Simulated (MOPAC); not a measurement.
MOPAC input (AM1):

```
AM1 1SCF CHARGE=-1 UHF MS=0.5 GEO-OK AUX(PRECISION=9) THREADS=1
CdI2

Cd   -0.56021656 1    0.41365500 1    0.58758061 1
I     0.03277774 1    1.82564133 1   -1.89380735 1
I     0.47458821 1   -2.20027227 1    1.36165888 1
```

From its output:

```
          Parameters for some elements are missing

           Empirical Formula: Cd I2  =     3 atoms

 ******************************************************************************
 *                                                                            *
 *     Error and normal termination messages reported in this calculation     *
 *                                                                            *
 * Parameters for some elements are missing                                   *
 * JOB ENDED NORMALLY                                                         *
 *                                                                            *
 ******************************************************************************

 == MOPAC DONE ==
```

The program refused the input.
